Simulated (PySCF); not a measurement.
Yb²⁺: ionisation energy

Yb²⁺ [Xe] 4f14 → Yb³⁺ [Xe] 4f13 [4f5/2^6 4f7/2^7, M_J = 7/2], as a difference of total energies. Computed with PySCF 2.14 in x2c-TZVPall-2c, with the two-component X2C-1e Hamiltonian. Correlated levels: [Ar] 3d10 frozen; the 18 highest virtual spinors dropped. "Screened" scales the spin-orbit matrix elements by Boettger's factors to mimic the two-electron term; Breit and QED terms are absent.

```json
{"method": "GHF (spin-free)", "ionisation energy (eV)": "20.831"}
{"method": "GMP2 (spin-free)", "ionisation energy (eV)": "27.000"}
{"method": "GHF (screened spin-orbit)", "ionisation energy (eV)": "20.190"}
{"method": "GMP2 (screened spin-orbit)", "ionisation energy (eV)": "26.367"}
```

Question: How much does correlation contribute at GMP2 (screened spin-orbit)?

Answer: 26.367 − (20.190) = 6.177 eV, measured against GHF (screened spin-orbit).

The spin-free rows lack the spin-orbit shift.

For comparison: 25.053 ± 0.025 eV (semi-empirical (NIST evaluation); NIST Atomic Spectra Database, ionization energies).
